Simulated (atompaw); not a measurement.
## Building the PAW (atompaw) potential for zirconium (Zr) (LDA (PW92), scalar-relativistic).

zirconium (Zr), PAW, made with atompaw 4.2.0.5 (LDA (PW92), scalar-relativistic). Core [Kr], reference 4d2 5s1 5p1. Waves: 5s (bound): rc 3.00 bohr; 5s channel at 3.05 Ry: rc 3.00 bohr; 5p (bound): rc 3.00 bohr; 5p channel at 0.35 Ry: rc 3.00 bohr; 4d (bound): rc 2.60 bohr; 4d channel at 0.4 Ry: rc 3.00 bohr. Local part: bessel scheme, radius 2.65 bohr. Core correction: smooth core density matched at 2.05 bohr. Augmentation charge: besselshape compensation charge, radius 2.60 bohr; PAW radius 3.00 bohr; waves and projectors: custom rrkj gramschmidtortho.

All-electron outer shells of the reference configuration (LDA (PW92), scalar-relativistic, ld1.x):

```tsv
shell	level (eV)	outermost node (bohr)	outermost maximum (bohr)
4s	-55.76	0.55	1.08
4p	-33.74	0.56	1.17
5s	-5.33	1.46	3.08
4d	-4.80	0.58	1.61
5p	-2.14	1.69	4.05
```

Task: Does the generator finish with these settings?

Result: Yes, a potential is produced.

Task: Estimate the cutoffs (Ry, on a coarse ladder) from which the occupation-weighted sum of valence levels, in a spherical-Bessel basis at the reference potential, stays within 10 and 1 mRy of its value at 400 Ry.

Result: 12 Ry and 18 Ry.

Task: Does the potential have ghost states?

Result: No extra level below or beside the all-electron valence levels (s, p, d, f tested).

Task: Is the overlap operator S = 1 + Σ q|β⟩⟨β| positive definite (Bessel basis up to 400 Ry)?

Result: Yes: its lowest eigenvalue is 0.36 (d channel).

Task: Which valence shell sets the plane-wave cutoff?

Result: 4d: its level needs 15 Ry to come within 1 mRy, against 6 Ry for 5s.
